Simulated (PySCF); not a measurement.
Computed shifts of a molecule C5H7FO, PySCF with PBE/pcSseg-1, GIAO, gas phase, equivalent atoms averaged, in ppm (number of nuclei): ¹³C: 151.7 (1), 150.2 (1), 123.9 (1), 56.2 (1), 48.6 (1). ¹⁹F: -149.3 (1). ¹H: 6.99 (1), 6.78 (1), 3.73 (3), 3.54 (1), 3.18 (1). References: ¹³C against TMS (σ = 182.0 ppm); ¹⁷O against H2O (σ = 334.3 ppm); ¹⁹F against CFCl3 (σ = 133.6 ppm); ¹H against TMS (σ = 31.49 ppm), references at their B3LYP-D3(BJ)/def2-TZVP geometries, non-relativistic. Coordinates come from a B3LYP-D3(BJ)/def2-SVP optimisation. One conformer was computed; it need not be the lowest.

Which molecule gave these data?
(A) C=CC1(F)COC1
(B) O[C@@H]1CC=C(F)C1
(C) C=C(C)OC(=C)F
(D) CO[C@]1(F)C=CC1

D, CO[C@]1(F)C=CC1
